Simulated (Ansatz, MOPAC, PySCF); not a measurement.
Bond stretch in BH, singlet. Each curve is given relative to its own lowest point near equilibrium.

| R / Å | A | B | C |
|---|---|---|---|
| 0.99 | 11.3 | 19.3 | 21.9 |
| 1.05 | 4.6 | 9.5 | 11.3 |
| 1.13 | 0.6 | 2.4 | 3.3 |
| 1.18 | 0.0 | 0.5 | 0.9 |
| 1.22 | 0.3 | 0.0 | 0.1 |
| 1.24 | 0.7 | 0.0 | 0.0 |
| 1.27 | 1.5 | 0.4 | 0.2 |
| 1.32 | 3.3 | 1.7 | 1.1 |
| 1.38 | 6.2 | 4.1 | 3.2 |
| 1.44 | 9.6 | 7.2 | 6.0 |
| 1.53 | 15.8 | 12.8 | 11.1 |
| 1.66 | 27.0 | 21.9 | 19.5 |
| 1.89 | 50.8 | 38.6 | 35.2 |
| 2.08 | 70.3 | 51.7 | 47.6 |
| 2.20 | 81.6 | 58.9 | 55.0 |
| 2.48 | 105.1 | 69.8 | 67.3 |
| 2.73 | 123.0 | 75.3 | 73.7 |
| 3.02 | 139.9 | 79.0 | 78.1 |
| 3.39 | 156.4 | 81.4 | 81.2 |
| 3.75 | 168.1 | 82.5 | 82.7 |
| 4.35 | 181.1 | 83.2 | 83.5 |
| 4.96 | 189.3 | 83.4 | 83.7 |

Energies in kcal/mol.

Assign the columns to these levels of theory: PM3, restricted, heats of formation run with MOPAC 23.2.5; unrestricted B3LYP/6-31G*, spherical d (PySCF); unrestricted CAM-B3LYP/aug-cc-pVQZ (Ansatz, a first-principles code).

A is PM3; B is UKS-CAM-B3LYP; C is UKS-B3LYP/6-31G*.

The unrestricted determinant behind UKS-B3LYP/6-31G*, UKS-CAM-B3LYP is spin-contaminated at 0.99 to 1.32, 2.20 to 4.96 Å (<S²> up to 1.0, against 0.00 for a pure singlet). The restricted form behind PM3 keeps the bonding electrons paired and can't separate into open-shell fragments.
